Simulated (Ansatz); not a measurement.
Ansatz (a first-principles code) input (MP2/6-31G* with LANL2DZ past Ar): The .json file joins the Basis Set Exchange's 6-31G* for atoms up to Ar and LANL2DZ past it.

Ansatz 0.2 input:
```yaml
crystal:
  periodic: [false, false, false]
  atoms:
    - {symbol: Br, position_ang: [-0.00000000, -0.00000000, -0.04054719]}
    - {symbol: H, position_ang: [0.00000000, 0.00000000, 1.41915152]}
basis:
  gaussian:
    orbitals: 6-31Gs+LANL2DZ.json
total_charge: 1
magnetization: {spin_polarized: true, initial_magnetization: 1}
correlation: {method: mp2, electrons: outside_noble_gas}
relax: {f_tol: 0.003, max_steps: 120}
```

From the last part of the output:

```
WARN ansatz: RAYON_NUM_THREADS=1 ignored (pool sized by the plan → 1); use --threads N
Functional definition: HF
these checks for a lower state are left out or cut short: cluster_reference
integrals: 0.00 GiB planned
177 factors; integrals over basis functions are off by at most 2.2e-4 eV
mean field: 0.04 GiB planned
mean field evaluation 1: about -356.0593 eV, gradient 5.6e0 eV
mean field evaluation 2: about -356.0612 eV, gradient 5.6e0 eV
mean field evaluation 4: about -356.3582 eV, gradient 2.8e-1 eV
mean field evaluation 8: about -356.3601 eV, gradient 2.7e-3 eV
mean field evaluation 16: about -356.3601 eV, gradient 6.6e-5 eV
mean field -356.36013717 eV, -13.0959934916 hartree, gradient 1.6e-6 eV, S^2 0.754040; 2 other end points of the search recorded, 0 dependent functions left out
reference -356.36013717 eV, -13.0959934916 hartree; 4, 3 occupied and 6, 7 virtual orbitals, 177 factors
densities: 0.03 GiB planned
second order -0.68882441 eV of doubles, -0.00000000 eV of singles
the calculation of the forces begins
relax step   1: F+E_penalty+E_count = -357.04896159 eV  Δ(F+E_penalty+E_count) = +0.000e0 eV  max|allowed force component| = 4.033e-1 eV/Å  Δτ_max = 0.0000 Å  (52 SCF iters, accepted)
these checks for a lower state are left out or cut short: starts, cluster_reference, orbital_swaps, neighbouring_geometries, increment
integrals: 0.00 GiB planned
177 factors; integrals over basis functions are off by at most 2.4e-4 eV
mean field: 0.04 GiB planned
mean field -356.35973680 eV, -13.0959787781 hartree, gradient 2.2e-6 eV, S^2 0.754389; 0 other end points of the search recorded, 0 dependent functions left out
reference -356.35973680 eV, -13.0959787781 hartree; 4, 3 occupied and 6, 7 virtual orbitals, 177 factors
densities: 0.03 GiB planned
second order -0.69292182 eV of doubles, -0.00000000 eV of singles
the calculation of the forces begins
mean field evaluation 32: about -356.3597 eV, gradient 2.2e-6 eV
relax step   2: F+E_penalty+E_count = -357.05265862 eV  Δ(F+E_penalty+E_count) = -3.697e-3 eV  max|allowed force component| = 9.899e-2 eV/Å  Δτ_max = 0.0074 Å  (28 SCF iters, accepted)
these checks for a lower state are left out or cut short: starts, cluster_reference, orbital_swaps, neighbouring_geometries, increment
integrals: 0.00 GiB planned
177 factors; integrals over basis functions are off by at most 2.4e-4 eV
mean field: 0.04 GiB planned
mean field -356.35862317 eV, -13.0959378529 hartree, gradient 2.1e-6 eV, S^2 0.754516; 0 other end points of the search recorded, 0 dependent functions left out
reference -356.35862317 eV, -13.0959378529 hartree; 4, 3 occupied and 6, 7 virtual orbitals, 177 factors
densities: 0.03 GiB planned
second order -0.69428623 eV of doubles, -0.00000000 eV of singles
the calculation of the forces begins
relax step   3: F+E_penalty+E_count = -357.05290940 eV  Δ(F+E_penalty+E_count) = -2.508e-4 eV  max|allowed force component| = 2.124e-3 eV/Å  Δτ_max = 0.0025 Å  (28 SCF iters, accepted)
these checks for a lower state are left out or cut short: cluster_reference
integrals: 0.00 GiB planned
177 factors; integrals over basis functions are off by at most 2.4e-4 eV
mean field: 0.04 GiB planned
mean field evaluation 64: about -356.3586 eV, gradient 2.1e-6 eV
mean field -356.35862317 eV, -13.0959378529 hartree, gradient 2.1e-6 eV, S^2 0.754516; 3 other end points of the search recorded, 0 dependent functions left out
reference -356.35862317 eV, -13.0959378529 hartree; 4, 3 occupied and 6, 7 virtual orbitals, 177 factors
densities: 0.03 GiB planned
second order -0.69428623 eV of doubles, -0.00000000 eV of singles
the calculation of the forces begins
Total energy: -357.05290940 eV, -13.1214524011 hartree
Atom 0 at    -0.000000    -0.000000    -0.050457 Å, force    -0.000000    -0.000000    -0.002124 eV/Å
Atom 1 at     0.000000     0.000000     1.429062 Å, force     0.000000     0.000000     0.002124 eV/Å
Dipole moment:    -0.000000    -0.000000     0.424030 e Å
Checks for a lower state left out: cluster_reference
```

The dipole moment of an ion depends on the origin.
